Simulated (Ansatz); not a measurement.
Total energies of InP2⁻ (the lowest singlet isomer of a short search) from Ansatz at PBE0-D4/def2-TZVPD, gas phase (1 Eh = 27.2114 eV = 2625.5 kJ/mol). The reference geometry is relaxed at r2SCAN-D4/def2-TZVPD.

```csv
atom,x (Å),y (Å),z (Å)
In1,0.168,1.013,-1.271
P2,0.852,-0.878,0.463
P3,-1.020,-0.135,0.808
```

| state | geometry | energy (Eh) |
| --- | --- | --- |
| charge -1 singlet | reference | -872.68033 |
| charge 0 doublet | reference | -872.61772 |
| charge -1 triplet | relaxed at r2SCAN-D4/def2-TZVPD | -872.66623 |
| charge -1 quintet | relaxed at r2SCAN-D4/def2-TZVPD | -872.58828 |

In the def2 sets In takes a core potential; there is no spin–orbit coupling.

Task: Work out the vertical ionisation energy to the doublet.

Result: E(charge 0 doublet) − E(charge -1 singlet) = -872.61772 − (-872.68033) = 0.06261 Eh = 1.70 eV. For comparison, −ε of the highest occupied level is 0.08 eV at this level, 1.62 eV less.

Task: Which of the charge -1 states is lowest, and how far above it are the others?

Result: The singlet. triplet: -872.66623 − (-872.68033) = 0.01410 Eh = 37.0 kJ/mol; quintet: -872.58828 − (-872.68033) = 0.09205 Eh = 241.7 kJ/mol.

At PBE0-D4/def2-TZVPD the highest occupied level of the charge -1 triplet lies above zero (up to 0.28 eV). It is a level of α spin, whose loss leaves a doublet; that state wasn't run at this geometry and level. The electron is either unbound and held by the finite basis, or the level is raised by self-interaction error. At PBE0-D4/def2-TZVPD the highest occupied level of the charge -1 quintet lies above zero (up to 0.75 eV). It is a level of α spin, whose loss leaves a quartet; that state wasn't run at this geometry and level. The electron is either unbound and held by the finite basis, or the level is raised by self-interaction error. 

The structure comes from a short search, and lower isomers may exist.
